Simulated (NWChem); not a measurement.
System: C3H3F3; SMILES F[C@H]1CC1(F)F

```xyz
9

F     -0.3740    -1.8409     0.3784
C      0.4914    -0.8099     0.3264
C      0.7896    -0.1977    -1.0315
C     -0.0271     0.5303    -0.0293
F     -1.3320     0.6836    -0.2455
F      0.4827     1.6048     0.5807
H      1.3016    -0.8791     1.0609
H      1.8086     0.1381    -1.2387
H      0.2354    -0.6241    -1.8724
```
Atoms are numbered in this order, from 1.

Results from NWChem. Pople sets run with spherical d functions. Coordinates come from a PBE0/def2-SVP optimisation. GIAO values for the isolated, static molecule; σ is the absolute isotropic shielding, δ = σ(reference) − σ with the isolated reference molecule computed at the same levels (13C: tetramethylsilane, 19F: trichlorofluoromethane, 1H: tetramethylsilane).

Question: What does the run give for Hartree-Fock/6-31G*? Quantities: δ F1 (ppm); δ C2 (ppm); δ C3 (ppm); δ C4 (ppm); δ F6 (ppm); δ H8 (ppm); δ H9 (ppm).

Answer: 
```yaml
"δ F1 (ppm)": -190.0
"δ C2 (ppm)": 59.5
"δ C3 (ppm)": 15.2
"δ C4 (ppm)": 91.0
"δ F6 (ppm)": -110.7
"δ H8 (ppm)": 1.39
"δ H9 (ppm)": 1.59
```
